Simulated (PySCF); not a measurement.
A GIAO shielding run with PySCF 2.14.0 with density-fitted response routines (density fitting, non-relativistic, gas phase) on `C#C[SiH2]/C(=C/SC)CC#N`, C$_{7}$H$_{9}$NSSi:

```
$ OMP_NUM_THREADS=1 python probes_run.py task.json out

{"job": {"kind": "nmr", "xc": "PBE0", "basis": "pcSseg-1"}, "charge": 0, "multiplicity": 1}
C     -2.535487     1.931102    -1.507449
C     -2.344493     0.881806    -0.952760
Si    -2.064507    -0.738424    -0.105601
C     -0.308258    -0.685311     0.585711
C      0.539153     0.294424     0.278478
S      2.198997     0.426914     0.838941
C      2.632360     2.030625     0.108865
C      0.127073    -1.834672     1.461007
C      0.336345    -3.000809     0.642858
N      0.484018    -3.907806    -0.037612
H     -2.699797     2.850902    -1.992272
H     -3.005791    -0.863981     1.017023
H     -2.214325    -1.835012    -1.065015
H      0.236025     1.112720    -0.355624
H      3.639503     2.263077     0.440532
H      2.605124     1.954469    -0.974746
H      1.939685     2.790163     0.460347
H      1.064209    -1.593694     1.973686
H     -0.639636    -2.067242     2.206498
```

Hardware: 1 thread of an Arm Neoverse V2, shared host. The job also computes population analyses, field gradients.

Problem. How large is the calculation?

Solution. 88 electrons, 229 basis functions and 1225 auxiliary functions.

Problem. How long does it take, and how much memory does it need?

Solution. 63 s of wall time, with 15 SCF cycles and 5 response iterations; peak memory 1 GiB. Times on a shared host scatter by some tens of per cent.
